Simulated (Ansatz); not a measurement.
`C=[CH][SnH3]` + HCl → `[Cl][SnH3]` + `C=C` at 700 K and 1 bar (ligand exchange at the Sn–C bond).

Calculated with Ansatz (gas phase, PBE0-D4/def2-TZVP geometries, no zero-point term in ΔE). CCSD(T)/CBS adds triple-zeta CCSD(T) − MP2 to the extrapolated MP2 energy (def2 sets, frozen cores). This one scheme is used for every species. def2 core potentials past Kr. For Sn outer-core shells are correlated without core-valence functions, which leaves a few kJ/mol of doubt a bond.

```
       species  CCSD(T)/CBS energy (Eh)  H − E (kJ/mol)  S (J/(mol·K))
`C=[CH][SnH3]`               -293.68430           226.1          410.3
           HCl               -460.38127            38.4          211.8
  `[Cl][SnH3]`               -675.62576            99.1          338.4
         `C=C`                -78.48111           168.9          268.4
```

H − E and S are ideal-gas, rigid-rotor, harmonic terms from PBE0-D4/def2-TZVP. 1 Eh = 2625.50 kJ/mol, R = 8.31446 J/(mol·K).

Question: By hand: ΔE, ΔH, ΔS and ΔG.

Answer: ΔE = (-675.62576) + (-78.48111) − (-293.68430) − (-460.38127) = -0.04130 Eh = -108.4 kJ/mol. Δ(H − E) = 99.1 + 168.9 − 226.1 − 38.4 = 3.5, so ΔH = -104.9 kJ/mol. ΔS = 338.4 + 268.4 − 410.3 − 211.8 = -15.3 J/(mol·K). ΔG = -104.9 − 700 × (-15.3)/1000 = -94.2 kJ/mol.

Question: By hand: the equilibrium constant, and the temperature at which ΔG would vanish if ΔH and ΔS stayed fixed.

Answer: log₁₀ K = −ΔG/(RT ln 10) = 7.0. ΔG = 0 at ΔH/ΔS = 6856 K, far beyond where these terms or the molecules hold.

ΔH outweighs TΔS. A doubt of 5 kJ/mol in ΔE shifts log₁₀ K by 0.4 here. These are equilibria of isolated gas molecules and say nothing of rates. Largest T1 diagnostic: 0.013 (customary marks: 0.02 for closed shells, 0.045 for open ones).
